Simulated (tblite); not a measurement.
C5H2F3O (doublet state).
Cartesian coordinates in Å at the GFN2-xTB level; atoms count from 1:
```xyz
11
C5H2F3O angstrom
O      2.1337    1.3169   -1.7344
C      1.6365    0.6909   -0.8635
C      1.6058    0.1096    0.4385
C      0.5248   -0.0873   -0.3474
C     -0.8452   -0.6442   -0.4001
F     -1.4201   -0.4347   -1.6229
C     -1.6712   -0.0117    0.6865
F     -1.4164   -0.4746    1.9180
F     -1.7463    1.3204    0.7244
H      2.0298   -0.0503    1.4042
H     -0.8260   -1.7322   -0.2294
```

Structure optimised with GFN2-xTB, isolated species. This method treats the open shell by occupation alone, without spin polarisation.

Masses are those of the commonest isotopes; rigid-rotor values at the optimised geometry. The values belong to one conformer with, in the numbering `[O:1]=[c:2]1[cH:3][c:4]1[C@H:5]([F:6])[C:7]([F:8])[F:9]`, C3–C4–C5–F6 178°, C4–C5–C7–F8 -76°.

Q: What are A, B and C (MHz)?

A: Ia = 195.36, Ib = 455.18, Ic = 522.62 u·Å²; 505379 MHz·u·Å²/I gives A = 2587, B = 1110, C = 967.0 MHz.

Q: Classify the top.

A: An asymmetric top. Ray's parameter κ = (2B − A − C)/(A − C) = -0.823; −1 is the prolate and +1 the oblate limit.

Q: What does the inertial defect say?

A: Not planar: Δ = Ic − Ia − Ib = -127.92 u·Å². For a rigid frame Δ = −2 Σ m c², so Σ m c² = 63.96 u·Å² lies off the ab plane: 3.80 from hydrogen and 60.17 from heavier atoms. The atom farthest from that plane is 1.74 Å away.

Q: Give the other two planar moments, Paa and Pbb, and the rms extents of the mass along the axes.

A: Paa = Σ m a² = (Ib + Ic − Ia)/2 = 391.22 and Pbb = Σ m b² = (Ia + Ic − Ib)/2 = 131.40 u·Å². With the mass M = 135.01 u, the rms extents √(P/M) along a, b and c are 1.70, 0.99, 0.69 Å.

Q: Estimate the classical rotational partition function at 10 K, 200 K and 500 K.

A: Point group C1, symmetry number σ = 1; q = (√π/σ)·√((kT/h)³/(ABC)), k/h = 20836.6 MHz/K: 3200 at 10 K, 286000 at 200 K, 1130000 at 500 K.

For this open shell read J as N, the rotation without spin; fine and hyperfine splittings come on top. Its GFN2-xTB frequencies are all real (lowest 33 cm⁻¹). These are rigid-rotor constants of the computed structure; measured ground-state constants (B0) also hold zero-point vibration.

Hardware: an Arm Neoverse V1 with one thread (shared host). Cost: 0.63 s of wall time. That covers the optimisation of the geometry.
